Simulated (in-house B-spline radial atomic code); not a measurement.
A fraction x of an electron is moved 2s → 2p in the carbon ion C⁺, starting from [He] 2s2 2p1 and keeping the highest spin. All numbers are computed (non-relativistic LDA PW92, spin-polarised, spherical fractional occupations; point nucleus) with an all-electron radial atomic-structure program (B-spline basis), not measured.

```json
{"x": "0", "E(x) - E(0) (eV)": "0.0000", "2s down level (eV)": "-24.599", "2p up level (eV)": "-17.822"}
{"x": "0.125", "E(x) - E(0) (eV)": "0.8193", "2s down level (eV)": "-24.302", "2p up level (eV)": "-17.973"}
{"x": "0.25", "E(x) - E(0) (eV)": "?", "2s down level (eV)": "?", "2p up level (eV)": "?"}
{"x": "0.375", "E(x) - E(0) (eV)": "2.2861", "2s down level (eV)": "-23.633", "2p up level (eV)": "-18.236"}
{"x": "0.5", "E(x) - E(0) (eV)": "2.9305", "2s down level (eV)": "-23.258", "2p up level (eV)": "-18.348"}
{"x": "0.625", "E(x) - E(0) (eV)": "3.5127", "2s down level (eV)": "-22.847", "2p up level (eV)": "-18.446"}
{"x": "0.75", "E(x) - E(0) (eV)": "?", "2s down level (eV)": "?", "2p up level (eV)": "?"}
{"x": "0.875", "E(x) - E(0) (eV)": "4.4717", "2s down level (eV)": "-21.797", "2p up level (eV)": "-18.603"}
{"x": "1", "E(x) - E(0) (eV)": "4.8024", "2s down level (eV)": "-", "2p up level (eV)": "-18.666"}
```

Question: What belongs in the row x = 0.25?

Answer: An energy change of 1.5818 eV; 2s down at -23.981 eV, 2p up at -18.111 eV.

Question: What belongs in the row x = 0.75?

Answer: An energy change of 4.0293 eV; 2s down at -22.384 eV, 2p up at -18.530 eV.

Question: Check Janak's theorem between x = 0.375 and 0.5.

Answer: The slope of the energy is 5.16 eV; the orbital levels give 5.15 eV (ε of the receiving orbital less ε of the emptying one, averaged over the two points).
